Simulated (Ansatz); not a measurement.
Stepwise reaction of `O[Si](O)(F)F` with ammonia, as a gas-phase model of exchange steps in deposition or etching. ΔE in kJ/mol; ΔG adds harmonic PBE0-D4 terms to CCSD(T)/CBS, at 1 bar.

Computed with Ansatz on PBE0-D4/def2-TZVP structures; ΔE is electronic, products minus reactants. CBS: MP2 limit from def2 TZ/QZ plus the TZ coupled-cluster correction, frozen cores. This one scheme is used for every species. DFT in def2-TZVPP. B3LYP here is the variant with VWN-RPA as its local correlation; programs differ in this. Each species was taken in one conformer, which may not be the lowest.

```csv
step,reaction,PBE-D4,B3LYP-D4,ωB97M-V,CCSD(T)/CBS,ΔG(600 K)
2,`N[Si](O)(O)F` + NH₃ → `N[Si](N)(O)O` + H–F,89.2,94.6,94.2,92.0,83.4
```

Question: Give the row of step 1, `O[Si](O)(F)F` + NH₃ → `N[Si](O)(O)F` + H–F. (An estimate is asked.)

Answer: The calculation gave: 
```tsv
step	reaction	PBE-D4	B3LYP-D4	ωB97M-V	CCSD(T)/CBS	ΔG(600 K)
1	`O[Si](O)(F)F` + NH₃ → `N[Si](O)(O)F` + H–F	76.0	81.4	81.0	79.7	79.8
```

Question: By hand: ΔE of the 2 steps together at CCSD(T)/CBS.

Answer: (79.7) + (92.0) = 171.7 kJ/mol, or 85.8 kJ/mol a step.

In ΔE each step is higher than the one before. All are uphill at CCSD(T)/CBS. ΔG lies between 79.8 and 83.4 kJ/mol a step. PBE-D4 differs from CCSD(T)/CBS by -3.7 to -2.8 kJ/mol a step. Isolated molecules leave out the surface, adducts and barriers. Largest T1 diagnostic: 0.011.
